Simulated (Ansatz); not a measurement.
A cut through the energy surface

C$_{2}$NSe (SMILES [Se]=c1[c]n1), doublet, at its PBE0-D4/def2-TZVP minimum:

```json
{"atom": "Se1", "x (Å)": "1.7775", "y (Å)": "-0.3755", "z (Å)": "0.6124"}
{"atom": "C2", "x (Å)": "0.1704", "y (Å)": "-0.0423", "z (Å)": "0.0983"}
{"atom": "C3", "x (Å)": "-1.2662", "y (Å)": "0.1632", "z (Å)": "0.2174"}
{"atom": "N4", "x (Å)": "-0.6817", "y (Å)": "0.2547", "z (Å)": "-0.9281"}
```

The bond length Se1–C2 (1.720 Å at the minimum) is set to the values below, the two halves moving rigidly along the bond. Each method's energies count from its own value at the PBE0-D4 minimum structure. 2 of 9 computed points, where the reference changed state or T1 grew large, are left out. Program: Ansatz 0.2.0. Basis: def2-TZVPP. Cores are frozen in the correlated methods; orbitals are unrestricted. Filled d shells of the heavier atoms are correlated. The def2 sets are not built for correlating such inner shells, so the correlated values are less sure here. B3LYP uses VWN-RPA correlation.

```csv
bond length (Å),CCSD(T) (eV),PBE-D4 (eV),PBE0-D4 (eV),HF (eV),MP2 (eV)
1.410,3.162,3.261,3.091,3.261,2.805
1.483,1.606,1.695,1.561,1.699,1.298
1.589,0.405,0.463,0.388,0.485,0.214
1.713,0.001,0.005,0.001,0.008,-0.007
1.850,0.225,0.170,0.238,0.082,0.317
1.998,0.803,0.717,0.846,0.507,0.897
2.156,1.517,1.443,1.616,1.136,1.598
```

Minimum and curvature along this coordinate at CCSD(T): A fifth-order fit through the nearest points gives 1.722 Å, with a curvature of about 35 eV/Å².

Treat the two halves as rigid bodies and work out the harmonic wavenumber of this stretch from that curvature (ν̃ = 521.5 √(k/μ) cm⁻¹ with k in eV/Å² and μ in u).

The halves weigh 78.96 and 38.03 u, so μ = 78.96 × 38.03/116.99 = 25.668 u and ν̃ = 521.5 √(35/25.668) ≈ 610 cm⁻¹. A true normal mode mixes in other motions, so this is a guide only.

Largest difference from the CCSD(T) curve over the scan: r2SCAN-D4 0.074; B3LYP-D4 0.063; wB97M-V 0.094 eV. Each curve counts from its own value at the minimum.

The T1 diagnostic stays at or below 0.039. ⟨S²⟩ of the unrestricted Hartree–Fock references: 0.77 to 0.79 (a pure state has 0.75).

For scale, one of the runs: CCSD(T)/def2-TZVPP, 141 basis functions (an equivalent command: `ansatz run in.yaml --threads 2`). Hardware: 2 CPU threads, shared host. Wall time 58 s; peak host memory 1.4 GiB.
